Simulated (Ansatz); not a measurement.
Saddle point of SiHClF4, closed shell (SiF₄ ([F][Si]([F])([F])[F]) + HCl → SiClF₃ ([F][Si]([F])([F])[Cl]) + HF; bonds formed: Si1–Cl7, F2–H6; bonds broken: Si1–F2, H6–Cl7), PBE0-D4/def2-TZVP structure:

```json
{"atom": "Si1", "x (Å)": "-0.4166", "y (Å)": "-0.3012", "z (Å)": "-0.0554"}
{"atom": "F2", "x (Å)": "1.2291", "y (Å)": "-0.4393", "z (Å)": "0.5865"}
{"atom": "F3", "x (Å)": "-0.1406", "y (Å)": "-1.4673", "z (Å)": "-1.0742"}
{"atom": "F4", "x (Å)": "-1.6910", "y (Å)": "0.3628", "z (Å)": "-0.7340"}
{"atom": "F5", "x (Å)": "-1.0201", "y (Å)": "-0.6862", "z (Å)": "1.3451"}
{"atom": "H6", "x (Å)": "1.4291", "y (Å)": "0.7495", "z (Å)": "0.2799"}
{"atom": "Cl7", "x (Å)": "0.6103", "y (Å)": "1.7818", "z (Å)": "-0.3477"}
```

Energies are electronic, without zero-point energy. Barriers and step energies count from the start structure reached by relaxing down the imaginary mode; all methods use the PBE0-D4 structures, on which another method's saddle can fall below an end. Ansatz 0.2.0; basis: def2-TZVPP, with def2-QZVPP for the basis limit; cores frozen in the correlated methods. B3LYP uses VWN-RPA correlation. Extrapolation: Hartree–Fock as exp(−7.88 √X), correlation as X^−2.97.

| method | barrier (kJ/mol) | step energy (kJ/mol) |
| --- | --- | --- |
| SPW92 | 96.7 | 46.5 |
| PBE-D4 | 137.2 | 43.6 |
| BLYP-D4 | ? | 52.8 |
| r2SCAN-D4 | 152.0 | 52.7 |
| B97M-V | 174.0 | 55.9 |
| PBE0-D4 | 157.0 | 46.4 |
| B3LYP-D4 | 174.0 | 55.0 |
| r2SCAN0-D4 | 165.5 | 53.2 |
| BHLYP-D4 | ? | 58.8 |
| CAM-B3LYP-D4 | 173.6 | 58.6 |
| wB97X-V | 170.1 | 51.7 |
| wB97M-V | 164.9 | 51.3 |
| B2PLYP | ? | 57.1 |
| PBE-QIDH | 171.4 | 50.8 |
| RPA on PBE | 184.2 | 60.4 |
| HF | 254.6 | 69.0 |
| MP2 | 176.6 | 53.1 |
| CCSD | 197.9 | 60.3 |
| CCSD(T) | 184.5 | 57.7 |

Fill in the withheld barriers. (Judge from chemistry; the value comes from the calculation.)

The calculation gives: B2PLYP 179.1; BHLYP-D4 195.1; BLYP-D4 161.4 kJ/mol. Each is the energy of the saddle less that of the start structure, by the same method.

For comparison, the barrier by CCSD(T) at an estimated basis limit (MP2 extrapolated from triple and quadruple zeta, plus CCSD(T) − MP2 in triple zeta) is 179.6 kJ/mol.

The T1 diagnostic stays at or below 0.012.

Labels in which every atom is bracketed show which atoms are joined, not bond orders.

For scale, one of the runs: CCSD(T)/def2-TZVPP, 222 basis functions, launched by `ansatz run in.yaml --threads 8 --pin off --events-out ev --progress --plain --max-ram 19148MiB`. The run took 73 s on 8 CPU threads of an Arm Neoverse V2 (shared host), with 3.8 GiB of host memory at its peak.
